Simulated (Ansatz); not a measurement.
Start from `C=[C](O)[SnH2][AlH2]` and change one atom or group to get `C=[C](O)[AlH2]`.

Ansatz, PBE0-D4/def2-TZVP geometries, multiplicity 1. Each molecule was computed in one conformer, which needn't be the lowest.

Elements past krypton have def2 core potentials.

| property | `C=[C](O)[SnH2][AlH2]` |
| --- | --- |
| HOMO energy (PBE0/def2-TZVPP) / eV | -6.69 |
| size of the dipole moment (ωB97M-V/def2-TZVPP) / D | 1.61 |
| size of the dipole moment (PBE/def2-TZVPP) / D | 1.70 |
| HOMO–LUMO gap (PBE/def2-TZVPP) / eV | 3.43 |
| LUMO energy (ωB97M-V/def2-TZVPP) / eV | 0.39 |
| HOMO–LUMO gap (PBE0/def2-TZVPP) / eV | 5.23 |

(1) Give the same properties after the change, and the shifts. (Estimate.)

Results:

(1) The calculation gave: 
```tsv
property	`C=[C](O)[AlH2]`	shift
HOMO energy (PBE0/def2-TZVPP) / eV	-6.90	-0.21
size of the dipole moment (ωB97M-V/def2-TZVPP) / D	1.11	-0.50
size of the dipole moment (PBE/def2-TZVPP) / D	0.92	-0.78
HOMO–LUMO gap (PBE/def2-TZVPP) / eV	3.23	-0.20
LUMO energy (ωB97M-V/def2-TZVPP) / eV	-0.10	-0.49
HOMO–LUMO gap (PBE0/def2-TZVPP) / eV	5.14	-0.09
```

With PBE0 the HOMO falls by 0.21 eV and the LUMO falls by 0.30 eV, so the gap narrows by about 0.09 eV. PBE moves the HOMO by -0.01 eV and ωB97M-V by -0.47 eV. Dipoles are sizes alone; their direction can turn.
